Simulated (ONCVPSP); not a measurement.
## Reading a pseudo-wave (Sb)

Columns: radius, all-electron u(r) and pseudo u(r) of the 4s shell (level -150.09 eV) of antimony in the configuration [Ar] 3d10 4s2 4p6 4d10 5s1 5p4; PBEsol, scalar-relativistic, ONCV scheme, ONCVPSP 4.0.1.

```json
{"r (bohr)": "0.075", "all-electron": "0.4795", "pseudo": "0.0461"}
{"r (bohr)": "0.150", "all-electron": "-0.0978", "pseudo": "0.1207"}
{"r (bohr)": "0.225", "all-electron": "-0.7074", "pseudo": "0.2429"}
{"r (bohr)": "0.300", "all-electron": "-0.6216", "pseudo": "0.4153"}
{"r (bohr)": "0.375", "all-electron": "-0.1288", "pseudo": "0.6237"}
{"r (bohr)": "0.450", "all-electron": "0.4332", "pseudo": "0.8413"}
{"r (bohr)": "0.525", "all-electron": "0.8842", "pseudo": "1.0365"}
{"r (bohr)": "0.600", "all-electron": "1.1711", "pseudo": "1.1825"}
{"r (bohr)": "0.675", "all-electron": "1.3034", "pseudo": "1.2622"}
{"r (bohr)": "0.750", "all-electron": "1.3178", "pseudo": "1.2728"}
{"r (bohr)": "0.825", "all-electron": "1.2535", "pseudo": "1.2228"}
{"r (bohr)": "0.900", "all-electron": "1.1434", "pseudo": "1.1279"}
{"r (bohr)": "0.975", "all-electron": "1.0122", "pseudo": "1.0064"}
{"r (bohr)": "1.050", "all-electron": "0.8762", "pseudo": "0.8747"}
{"r (bohr)": "1.125", "all-electron": "0.7457", "pseudo": "0.7454"}
{"r (bohr)": "1.200", "all-electron": "0.6262", "pseudo": "0.6261"}
{"r (bohr)": "1.275", "all-electron": "0.5204", "pseudo": "0.5202"}
{"r (bohr)": "1.350", "all-electron": "0.4287", "pseudo": "0.4286"}
{"r (bohr)": "1.425", "all-electron": "0.3507", "pseudo": "0.3506"}
{"r (bohr)": "1.500", "all-electron": "0.2853", "pseudo": "0.2852"}
{"r (bohr)": "1.575", "all-electron": "0.2309", "pseudo": "0.2309"}
{"r (bohr)": "1.650", "all-electron": "0.1862", "pseudo": "0.1861"}
{"r (bohr)": "1.725", "all-electron": "0.1496", "pseudo": "0.1495"}
{"r (bohr)": "1.800", "all-electron": "0.1198", "pseudo": "0.1198"}
{"r (bohr)": "1.875", "all-electron": "0.0958", "pseudo": "0.0957"}
{"r (bohr)": "1.950", "all-electron": "0.0764", "pseudo": "0.0764"}
```

Problem. How many radial nodes do the two functions have?

Solution. The all-electron 4s function has n − l − 1 = 3 (the table is too coarse to show those close to the nucleus); the pseudo-wave has 0, since the states of the same l below it are removed with the core.

Problem. At about which radius was the pseudo-wave matched?

Solution. 1.20 bohr, where the columns begin to agree (steps of 0.07 bohr).

Problem. Is the pseudo-wave norm-conserving?

Solution. Yes: the ONCV scheme keeps the norm inside the radius equal to the all-electron one, which fixes the energy derivative of the logarithmic derivative at the level.
